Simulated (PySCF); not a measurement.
State search for CoBr⁺

Unrestricted PBE0; Co def2-TZVPPD, Br def2-TZVPPD; no relativity (PySCF 2.14). Outer shells of the fragments: Co+ 3d8; Br 3d10 4s2 4p5.

Followed along the bond (rough minima from three points):

```json
{"2Ms+1": "4", "unpaired": "σ ↑, π ↑, δ ↑", "⟨S²⟩ at the start": "3.76", "R at minimum (Å)": "2.36", "Te (eV)": "0.00"}
{"2Ms+1": "4", "unpaired": "π ↑↑, δ ↑", "⟨S²⟩ at the start": "3.76", "R at minimum (Å)": "2.17", "Te (eV)": "0.25"}
{"2Ms+1": "4", "unpaired": "σ ↑, π ↑↑", "⟨S²⟩ at the start": "3.76", "R at minimum (Å)": "2.16", "Te (eV)": "0.91"}
{"2Ms+1": "2", "unpaired": "σ ↑, π ↓, δ ↑", "⟨S²⟩ at the start": "1.76", "R at minimum (Å)": "2.23", "Te (eV)": "1.04"}
{"2Ms+1": "4", "unpaired": "σ ↑, δ ↑↑", "⟨S²⟩ at the start": "3.77", "R at minimum (Å)": "2.23", "Te (eV)": "1.11"}
{"2Ms+1": "2", "unpaired": "π ↑↓, δ ↑", "⟨S²⟩ at the start": "1.76", "R at minimum (Å)": "2.19", "Te (eV)": "1.25"}
```

Solutions found at the starting distance of 2.285 Å, counted from the lowest of them; the search is not exhaustive and high or unbound solutions are not listed, so other states can lie among these:

```json
{"2Ms+1": "4", "unpaired": "σ ↑, π ↑, δ ↑", "term": "mixed", "E (eV)": "0.00", "⟨S²⟩": "3.76", "⟨Lz²⟩": "4.66", "μ (D)": "-7.07"}
{"2Ms+1": "4", "unpaired": "π ↑↑, δ ↑", "term": "⁴Δ", "E (eV)": "0.02", "⟨S²⟩": "3.76", "⟨Lz²⟩": "4.00", "μ (D)": "-6.99"}
{"2Ms+1": "4", "unpaired": "σ ↑, π ↑↑", "term": "⁴Σ⁻", "E (eV)": "0.71", "⟨S²⟩": "3.76", "⟨Lz²⟩": "0.00", "μ (D)": "-6.87"}
{"2Ms+1": "2", "unpaired": "σ ↑, π ↓, δ ↑", "term": "mixed", "E (eV)": "0.72", "⟨S²⟩": "1.76", "⟨Lz²⟩": "4.96", "μ (D)": "-5.59"}
{"2Ms+1": "4", "unpaired": "σ ↑, δ ↑↑", "term": "⁴Σ⁻", "E (eV)": "0.79", "⟨S²⟩": "3.77", "⟨Lz²⟩": "0.00", "μ (D)": "-7.84"}
{"2Ms+1": "2", "unpaired": "π ↑↓, δ ↑", "term": "mixed", "E (eV)": "0.97", "⟨S²⟩": "1.76", "⟨Lz²⟩": "6.02", "μ (D)": "-5.63"}
```

A term symbol is given only where ⟨S²⟩ and ⟨Lz²⟩ are close to those of a pure state; real π, δ and φ orbitals otherwise mix terms. A positive dipole points towards Br; it is taken about the centre of mass and depends on that origin.

**Question.** Compare the gap between the two lowest followed solutions at the starting distance with the gap between their minima.

**Answer.** At PBE0 the second solution (quartet, unpaired electrons π ↑↑, δ ↑) lies +0.02 eV from the first (quartet, unpaired electrons σ ↑, π ↑, δ ↑) at 2.285 Å and +0.25 eV at the minima; the two curves relax by different amounts, since their minima lie near 2.17 and 2.36 Å.

Spin–orbit coupling is left out. With d or f electrons several states lie close, and the lowest PBE0 determinant need not be the measured ground state.
